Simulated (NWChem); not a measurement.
Molecule: C₂H₃F₂NSi; SMILES C#C[Si](F)(N)F

```xyz
9

C      0.0026     2.6800    -0.0492
C      0.0138     1.4670    -0.0409
Si     0.0202    -0.3437    -0.0203
N     -1.5278    -0.9178     0.3747
F      0.4418    -0.9423    -1.4451
F      1.1907    -0.8198     0.9722
H     -0.0033     3.7480    -0.0618
H     -2.1162    -0.4147     1.0254
H     -1.7724    -1.8976     0.3091
```
Atoms are numbered in this order, from 1.

Computed with NWChem. Pople sets run with spherical d functions. Structure relaxed at the B3LYP/6-31G* (spherical d) level. Level: B3LYP/6-31G* with SMD (1 M gas to 1 M solution), gas-phase geometry. Reactions with the solvent are ignored.

**Question.** Predict the results for solvent toluene. Quantities: solvation free energy (kcal/mol); cavity-dispersion-structure term (kcal/mol); dipole in solution (D).

**Answer.** 
```json
{
  "solvation free energy (kcal/mol)": "-2.8",
  "cavity-dispersion-structure term (kcal/mol)": "2.0",
  "dipole in solution (D)": "3.14"
}
```
